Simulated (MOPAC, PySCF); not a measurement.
C8H15B, SMILES `B[C@H]1CC[C@@H](C=C)CC1`, neutral singlet in the gas phase. 

Cartesian coordinates (Å):
SMILES: C1[C@H](CC[C@@H](C=C)C1)B
```xyz
24

B     -2.8396     0.8713     0.8024
C     -1.5286     0.1267     0.4517
C     -1.1630    -0.0854    -1.0277
C     -0.0994    -1.1749    -1.2079
C      1.1771    -0.8881    -0.3823
C      1.9875     0.2281    -1.0038
C      2.5775     1.2669    -0.3872
C      0.8099    -0.6852     1.1002
C     -0.2781     0.3791     1.3124
H     -3.0245     1.2959     1.9315
H     -3.7547     0.9214    -0.0036
H     -1.9948    -0.8519     0.8186
H     -2.0703    -0.3244    -1.6198
H     -0.7718     0.8754    -1.4301
H      0.1637    -1.2888    -2.2815
H     -0.5200    -2.1524    -0.8828
H      1.8181    -1.7983    -0.4549
H      2.1135     0.1363    -2.0995
H      2.5007     1.4287     0.6997
H      3.1710     2.0009    -0.9537
H      1.7170    -0.4390     1.6914
H      0.4409    -1.6565     1.4974
H      0.1232     1.3794     1.0444
H     -0.5551     0.4348     2.3853
```
Charge 0, multiplicity 1.

All levels are single points at this geometry (PBE-D3(BJ)/def2-SVP); Pople sets use spherical d functions. Orbital energies aren't observables, and empty levels follow the basis.

```json
[
 {"level": "PBE-D3(BJ)/def2-TZVP in PySCF", "HOMO (eV)": "-6.13", "LUMO (eV)": "-2.09", "gap (eV)": "4.04", "dipole (D)": "1.02", "vertical IE, Delta-SCF (eV)": "–"},
 {"level": "B3LYP/3-21G in PySCF", "HOMO (eV)": "-6.77", "LUMO (eV)": "-0.94", "gap (eV)": "5.83", "dipole (D)": "0.93", "vertical IE, Delta-SCF (eV)": "–"},
 {"level": "B3LYP/6-31G* in PySCF", "HOMO (eV)": "-6.73", "LUMO (eV)": "-0.83", "gap (eV)": "5.90", "dipole (D)": "0.92", "vertical IE, Delta-SCF (eV)": "8.81"},
 {"level": "BP86/6-31G* in PySCF", "HOMO (eV)": "-5.91", "LUMO (eV)": "-1.76", "gap (eV)": "4.15", "dipole (D)": "1.03", "vertical IE, Delta-SCF (eV)": "–"},
 {"level": "M06-2X/6-31G* in PySCF", "HOMO (eV)": "-8.23", "LUMO (eV)": "0.32", "gap (eV)": "8.54", "dipole (D)": "0.82", "vertical IE, Delta-SCF (eV)": "–"},
 {"level": "PBE/6-31G* in PySCF", "HOMO (eV)": "-5.81", "LUMO (eV)": "-1.69", "gap (eV)": "4.13", "dipole (D)": "1.04", "vertical IE, Delta-SCF (eV)": "8.45"},
 {"level": "SVWN5/6-31G* in PySCF", "HOMO (eV)": "-5.94", "LUMO (eV)": "-1.96", "gap (eV)": "3.98", "dipole (D)": "1.10", "vertical IE, Delta-SCF (eV)": "8.57"},
 {"level": "HF/3-21G in PySCF", "HOMO (eV)": "-9.55", "LUMO (eV)": "3.06", "gap (eV)": "12.61", "dipole (D)": "0.74", "vertical IE, Delta-SCF (eV)": "–"},
 {"level": "HF/6-31G* in PySCF", "HOMO (eV)": "-9.50", "LUMO (eV)": "3.25", "gap (eV)": "12.76", "dipole (D)": "0.69", "vertical IE, Delta-SCF (eV)": "7.96"},
 {"level": "AM1 in MOPAC", "HOMO (eV)": "-9.85", "LUMO (eV)": "1.38", "gap (eV)": "11.22", "dipole (D)": "0.71", "vertical IE, Delta-SCF (eV)": "–"},
 {"level": "PM3 in MOPAC", "HOMO (eV)": "-10.00", "LUMO (eV)": "0.70", "gap (eV)": "10.70", "dipole (D)": "1.21", "vertical IE, Delta-SCF (eV)": "–"},
 {"level": "PM6 in MOPAC", "HOMO (eV)": "-9.79", "LUMO (eV)": "0.17", "gap (eV)": "9.96", "dipole (D)": "1.16", "vertical IE, Delta-SCF (eV)": "–"},
 {"level": "PM7 in MOPAC", "HOMO (eV)": "-9.80", "LUMO (eV)": "-0.24", "gap (eV)": "9.56", "dipole (D)": "1.08", "vertical IE, Delta-SCF (eV)": "–"}
]
```
